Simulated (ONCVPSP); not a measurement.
Potentials for Ni compared

Generated with ld1.x 7.5 (TM, RRKJ, ultrasoft, PAW), atompaw 4.2 or ONCVPSP 4.0.1. The cutoff is in Ry: for ld1.x and atompaw files where the sum of valence levels is converged to 10 mRy in a Bessel basis, for ONCV files where the hardest occupied wave has 1 mHa per electron of residual kinetic energy. The error is the largest all-electron minus pseudo excitation energy over each file’s own four to seven test configurations (ionisations up to +4, promotions, holes and added fractions of an electron), all of which were solved. The labels leave out finer settings (local radius, basis sizes, second energies), which also bear on the numbers. Spin-polarised tests are not counted. The rows are a selection from randomly drawn settings: files with unsolved tests, undetermined cutoffs or missed reference levels are left out.

A true bound ghost makes a file unfit for plane-wave use even where its test errors are small: the radial tests pick states by their node count and pass the ghost by.

```tsv
potential	cutoff (Ry)	largest error (meV)	bound ghosts
ONCV, LDA (Perdew-Wang 92), scalar-relativistic, rc 1.10/1.20/0.90 (spd), local smoothed, core correction yes, reference 3s2 3p6 3d8 4s1.5 4p0.5, qcut 13.2/12.7/18.8, projectors 2/2/2	259	-16	none
ONCV, PBE, scalar-relativistic, rc 1.40/1.10/1.25/1.10 (spdf), local smoothed, core correction yes, reference 3s2 3p6 3d8 4s2, qcut 8.4/15.4/13.4/10.9, projectors 2/2/2/2	135	-395	none
ONCV, PBEsol, scalar-relativistic, rc 1.00/1.00/1.35 (spd), local smoothed, core correction no, reference 3s2 3p6 3d7, qcut 9.8/12.3/11.7, projectors 1/1/1	110	+376	none
ONCV, PBE, scalar-relativistic, rc 1.30/1.15/1.50/1.55 (spdf), local smoothed, core correction no, reference 3s2 3p6 3d8 4s1 4p1, qcut 9/13/9.4/6.8, projectors 2/2/3/2	79	+3.8	none
ONCV, LDA (Perdew-Wang 92), scalar-relativistic, rc 1.15/1.00/1.55 (spd), local smoothed, core correction yes, reference 3s2 3p6 3d8 4s2, qcut 12.1/13.4/9.4, projectors 2/2/2	94	+50	none
ONCV, PBEsol, scalar-relativistic, rc 1.15/0.85/1.30 (spd), local smoothed, core correction no, reference 3s2 3p6 3d8, qcut 8.9/9.2/9.8, projectors 2/3/2	89	-307	none
ONCV, PBE, scalar-relativistic, rc 1.05/0.90/1.50 (spd), local smoothed, core correction no, reference 3s2 3p6 3d8 4s2, qcut 10.8/13.9/12, projectors 2/2/1	109	+76	none
```

**Question.** Fill in the row for Ni: ONCV, PBE, fully relativistic, rc 2.15/1.60/1.15 (spd), local d, core correction yes, reference 3p6 3d8 4s1.5 4p0.5, qcut 3.5/8.7/10.8, projectors 2/2/0.

**Answer.** cutoff 266 Ry, largest error -16 meV, bound ghosts: s.

**Question.** Fill in the row for Ni: ONCV, PBE, scalar-relativistic, rc 2.30/2.30/1.40/2.40 (spdf), local smoothed, core correction yes, reference 3d8 4s1.5, qcut 2.7/3/10/5.1, projectors 2/2/2/1.

**Answer.** cutoff 89 Ry, largest error -149 meV, bound ghosts: none.
